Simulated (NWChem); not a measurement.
C$_{3}$H$_{4}$F$_{2}$; SMILES C=CC(F)F

```xyz
9

C     -0.0036     1.9054     0.2409
C      0.6546     0.8234    -0.1992
C      0.0100    -0.5193    -0.3953
F      0.7116    -1.4746     0.2995
F     -1.2806    -0.5262     0.0546
H     -1.0751     1.8497     0.4876
H      0.5054     2.8726     0.3692
H      1.7271     0.8597    -0.4547
H     -0.0017    -0.8314    -1.4680
```
Atoms are numbered in this order, from 1.

Results from NWChem. Geometry: optimised at PBE-D3(BJ)/def2-SVP. Ions are spin-unrestricted doublets at the neutral geometry; other ion states weren't tried.

```json
[
 {"level": "B3LYP/def2-SVP", "vertical ionisation energy, ΔSCF (eV)": "10.74", "−ε(HOMO) (eV)": "7.97", "ΔSCF minus −ε(HOMO) (eV)": "2.77"},
 {"level": "PBE/def2-SVP", "vertical ionisation energy, ΔSCF (eV)": "10.59", "−ε(HOMO) (eV)": "7.01", "ΔSCF minus −ε(HOMO) (eV)": "3.58"},
 {"level": "LDA (Slater exchange, VWN5)/def2-SVP", "vertical ionisation energy, ΔSCF (eV)": "10.82", "−ε(HOMO) (eV)": "7.19", "ΔSCF minus −ε(HOMO) (eV)": "3.63"},
 {"level": "M06-2X/def2-SVP", "vertical ionisation energy, ΔSCF (eV)": "10.80", "−ε(HOMO) (eV)": "9.50", "ΔSCF minus −ε(HOMO) (eV)": "1.30"},
 {"level": "r2SCAN/def2-SVP", "vertical ionisation energy, ΔSCF (eV)": "10.65", "−ε(HOMO) (eV)": "7.31", "ΔSCF minus −ε(HOMO) (eV)": "3.34"}
]
```
